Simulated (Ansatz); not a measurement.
Basis-set extrapolation for C2H8BNO, SMILES `BNC(C)O` (PBE0-D4/def2-TZVP geometry, frozen core, Ansatz). Multiplicity 1, RHF reference.

```csv
,def2-TZVPP,def2-QZVPP
HF,-234.519002,-234.530321
MP2 correlation,-0.905261,-0.968325
CCSD(T) correlation,-0.982857,not run
```

Energies in hartree. Use E(X) = E(∞) + A·exp(−7.88·√X) for Hartree–Fock and E(X) = E(∞) + B·X^(−2.97) for correlation, with X = 3 and 4, and add CCSD(T) minus MP2 of the smaller set to the MP2 limit.

What is the CCSD(T) energy at the basis-set limit?

HF limit: -234.530321 + (-0.011319) × 0.13774 = -234.53188. MP2 limit: -0.968325 + (-0.063064) × 0.74074 = -1.01504. Higher-order term: -0.982857 − (-0.905261) = -0.07760. Total: -235.62452 hartree, 322.0 kJ/mol below CCSD(T)/def2-TZVPP.
